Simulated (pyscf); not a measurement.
Structures and frequencies: ωB97X-D3(BJ)/def2-SVP in PySCF. Correlated levels are frozen-core, on RHF or UHF. ΔMP2 is the change of the MP2 total energy from the triple- to the quadruple-zeta basis.

Question: Estimate by transition-state theory (the high-pressure limit) the rate constant of H₂Si=AsH -> :HSi–AsH₂ [singlet] (singlet surface; H–Si broken, As–H formed) at 298 K, with CCSD(T)/def2-TZVPP + ΔMP2(QZVPP) energies (ideal gas, 1 atm, RRHO with modes under 100 cm⁻¹ raised to 100, one conformer, R ln 2 for rigid chiral ones; no tunnelling).

Answer: The electronic barrier is 34.6 kcal/mol and the thermal terms add -1.7, so ΔG‡ = 32.9 kcal/mol. With k_BT/h = 6.21e+12 s⁻¹ and RT = 0.592 kcal/mol, k = 4.6e-12 s⁻¹; so small a molecule is far into fall-off at 1 atm, where the true rate is lower. Wigner's tunnelling factor for 933i cm⁻¹ would be 1.84, likely too low at so high a frequency. A shift of 1 kcal/mol in the barrier changes k by a factor 5.4. This is the saddle that the search found; another between the same sides may lie lower. One closed-shell reference is unstable to symmetry breaking; treat the single-reference values with care. The CCSD(T) − MP2 part came from Ansatz, without density fitting, on the same reference. The largest closed-shell T1 diagnostic is 0.031, which may signal static correlation. The frozen core leaves the outer d or s,p core shells of the metals and heavy elements correlated in the MP2 and CC values, and def2-TZVPP describes them poorly, which can shift differences by a few kcal/mol. Elements up to Kr have no core potential and no relativistic terms here.
